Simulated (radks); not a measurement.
Results of a calculation; reference values are marked as such.
Ionisation of Pt, [Xe] 4f14 5d9 6s1, to Pt+, [Xe] 4f14 5d9, under several functionals. Scalar-relativistic Kohn-Sham, spin-polarised, spherical densities, point nucleus; open shells are filled with parallel spins first (spin-orbit coupling, left out, can overturn this in heavy ions); a radial shooting solver on a logarithmic mesh with Libxc functionals. Known Delta-SCF values: LDA (Slater exchange, VWN5 correlation) 9.811 eV; HCTH/407 9.502 eV; LDA (Slater exchange, Perdew-Wang correlation) 9.806 eV. What does LDA (Slater exchange, Perdew-Zunger correlation) give, and what is its highest occupied eigenvalue?

Answer. 9.795 eV by Delta-SCF; the 5d eigenvalue is -5.943 eV. NIST: 8.959 eV (measured).
